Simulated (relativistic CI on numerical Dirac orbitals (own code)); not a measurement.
Computed by Dirac-Coulomb-Breit CI, separate exchange-only KLI orbitals for each configuration, model QED (radiative potential, 1s self-energy scaled to tabulated hydrogen-like ionisation energies), unscaled Slater integrals (own radial code, finite nucleus).

CI space (outside the closed core [Ne]): 3s, 3p, 3d, 4s, 4p, 4d, 4f, 5s, 5p, 5d, 5f, 5g, 6s, 6p, 6d, 7s, 7p. Levels of other configurations are missing.

At this charge energies of transitions that change n are usually good to better than 1 %, and those within a shell (Δn = 0) to a few per cent.

Outline of the computed level scheme of Yb LX. Lowest level of each configuration: 3s ²S1/2 at 0.00 eV; 3p ²P°1/2 at 146.60 eV; 3d ²D3/2 at 608.74 eV; 4s ²S1/2 at 2841.26 eV; 4p ²P°1/2 at 2901.87 eV; 4d ²D3/2 at 3085.76 eV; 4f ²F°5/2 at 3149.06 eV; 5s ²S1/2 at 4105.91 eV; 5p ²P°1/2 at 4136.35 eV.

Some strong electric-dipole decays among the lowest 15 levels: 4f ²F°7/2 → 3d ²D5/2 (1.9e+14 s⁻¹); 4f ²F°5/2 → 3d ²D3/2 (1.8e+14 s⁻¹); 4d ²D5/2 → 3p ²P°3/2 (9.1e+13 s⁻¹); 4d ²D3/2 → 3p ²P°1/2 (7.2e+13 s⁻¹); 4p ²P°1/2 → 3s ²S1/2 (4.7e+13 s⁻¹); 4s ²S1/2 → 3p ²P°3/2 (3.6e+13 s⁻¹); 4p ²P°3/2 → 3s ²S1/2 (3.0e+13 s⁻¹); 5p ²P°1/2 → 3s ²S1/2 (2.6e+13 s⁻¹).
